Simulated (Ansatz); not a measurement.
C₂H₁₁N₃Si (`CC[Si](N)(N)N`), relaxed with RKS PBE0-D4/def2-TZVP in the Gaussian-basis code of Ansatz from a PBE-D4/def2-SVP geometry. The force threshold is 0.005 eV/Å; the program also tests the step.

The species carries charge 0 and has multiplicity 1.

Start:

```xyz
17

C     0.383   -1.307    1.737
C     0.292   -1.311    0.205
Si   -0.110    0.383   -0.522
N     1.286    1.412   -0.290
N    -0.484    0.161   -2.216
N    -1.473    1.083    0.328
H    -0.583   -0.998    2.190
H     0.638   -2.305    2.152
H     1.155   -0.590    2.087
H    -0.485   -2.029   -0.138
H     1.246   -1.664   -0.246
H     2.183    1.143   -0.703
H     1.160    2.425   -0.347
H    -1.223   -0.495   -2.488
H    -0.502    0.981   -2.827
H    -2.122    1.669   -0.202
H    -1.360    1.443    1.279
```

| step | energy (eV) | largest force (eV/Å) | largest move (Å) |
| --- | --- | --- | --- |
| 1 | -14596.2598 | 0.582 | 0.000 |
| 2 | -14596.3364 | 0.208 | 0.029 |
| 3 | -14596.3501 | 0.084 | 0.019 |
| 4 (rejected) | -14596.3352 | 0.495 | 0.200 |
| 5 | -14596.3564 | 0.076 | 0.069 |
| 6 | -14596.3573 | 0.132 | 0.045 |
| 7 | -14596.3594 | 0.020 | 0.028 |
| 8 | -14596.3596 | 0.052 | 0.007 |
| 9 | -14596.3596 | 0.055 | 0.007 |
| 10 | -14596.3602 | 0.247 | 0.070 |
| 11 | -14596.3618 | 0.150 | 0.037 |
| 12 | -14596.3744 | 0.208 | 0.171 |
| 13 | -14596.3803 | 0.416 | 0.094 |
| 14 (rejected) | -14596.3717 | 0.368 | 0.200 |
| 15 | -14596.3891 | 0.089 | 0.100 |
| 16 | -14596.3937 | 0.038 | 0.100 |
| 17 | -14596.3968 | 0.097 | 0.150 |
| 18 | -14596.3979 | 0.632 | 0.200 |
| 19 | -14596.4145 | 0.093 | 0.200 |
| 20 | -14596.4225 | 0.056 | 0.139 |
| 21 | -14596.4240 | 0.045 | 0.029 |
| 22 | -14596.4243 | 0.086 | 0.019 |
| 23 | -14596.4246 | 0.010 | 0.010 |
| 24 | -14596.4246 | 0.006 | 0.008 |
| 25 | -14596.4247 | 0.003 | 0.009 |
| 26 | -14596.4247 | 0.002 | 0.009 |

End:

```xyz
17

C     0.434   -1.293    1.678
C     0.184   -1.267    0.173
Si   -0.158    0.443   -0.516
N     1.260    1.367   -0.193
N    -0.712    0.181   -2.125
N    -1.401    1.387    0.193
H    -0.429   -0.903    2.225
H     0.622   -2.306    2.044
H     1.292   -0.674    1.951
H    -0.669   -1.906   -0.080
H     1.044   -1.697   -0.358
H     2.172    0.956   -0.308
H     1.279    2.351   -0.410
H    -0.341   -0.583   -2.667
H    -0.941    0.963   -2.717
H    -2.367    1.171    0.012
H    -1.270    1.811    1.096
```

It took 76 s on 8 threads of an Arm Neoverse V1 on a shared host, with 0.87 GiB of host memory at the peak.
